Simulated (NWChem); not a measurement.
# What each level costs for CF (+1)

```
C
F 1 1.1535
```
Charge +1, spin multiplicity 1.

Program: NWChem. The geometry was optimised at PBE0/def2-SVP, a minimum by its harmonic frequencies.

Basis set: def2-QZVP (114 functions). Each entry is one whole single-point run; the coupled-cluster runs use the TCE module, and the SCF and DFT modules converge to different thresholds.

The correlated methods keep 2 core orbitals frozen. B3LYP has NWChem's definition, with VWN1-RPA local correlation. The structure started from a generated list of species.

Q: Roughly how much processor time does each of these take, relative to RHF: MP2, B2PLYP, PBE, B3LYP, BP86, CR-CCSD(T)?

A: B3LYP about the same, within a factor of 3; BP86 about the same, within a factor of 3; PBE about the same, within a factor of 3; MP2 about the same, within a factor of 3; B2PLYP about the same, within a factor of 3; CR-CCSD(T) about 10 (rough ratios from shared machines).
